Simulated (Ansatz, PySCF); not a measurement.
Spin states of H2W (SMILES [WH2]), each relaxed with B3LYP-D3(BJ)/def2-TZVP.
State 1 (charge 0, multiplicity 5):
```
atom    x (Å)    y (Å)    z (Å)
----  -------  -------  -------
W      0.5749   0.1210   0.1867
H     -0.0760  -1.4525  -0.0557
H     -0.5319   1.3790  -0.2013
```
State 2 (charge 0, multiplicity 1):
```xyz
3

W      0.561     0.119     0.182
H     -0.071    -1.440    -0.054
H     -0.523     1.368    -0.198
```

Singlets are restricted, other states unrestricted; no spin–orbit coupling, no relativity up to Kr; see below for the cores. The largest T1 diagnostic is 0.027.

Correlated levels freeze the inner cores; with def2 sets outer-core shells near the valence are correlated too. CBS: X⁻³ extrapolation of the correlation energy, Hartree–Fock from the larger set.

Codes used: Ansatz (Gaussian orbitals); PySCF for the dispersion terms. Each number belongs to the level named beside it. In def2 rows elements past Kr take small-core potentials, without spin–orbit coupling.

PBE/def2-TZVPP gives 222.6 kJ/mol for the energy of the multiplicity-1 state less that of the multiplicity-5 state.

Task: Predict the shift from PBE, with its sign, for: PBE-D3(BJ)/def2-TZVPP, r2SCAN/def2-TZVPP, B3LYP/def2-TZVPP, wB97M-V/def2-TZVPP, B2PLYP/def2-TZVPP, CCSD(T)/CBS(def2-TZVPP, def2-QZVPP).

Result: PBE-D3(BJ)/def2-TZVPP 0.0; r2SCAN/def2-TZVPP 42.6; B3LYP/def2-TZVPP -37.4; wB97M-V/def2-TZVPP -35.2; B2PLYP/def2-TZVPP -34.0; CCSD(T)/CBS(def2-TZVPP, def2-QZVPP) -45.9 kJ/mol. 1 of 6 lie above PBE; the widest gap is to CCSD(T)/CBS(def2-TZVPP, def2-QZVPP).

Doubts at one or more of the structures used: a restricted determinant that unrestricted orbitals would lower (B2PLYP/def2-TZVPP, CCSD(T)/CBS(def2-TZVPP, def2-QZVPP)).

Ansatz is an electronic-structure program.
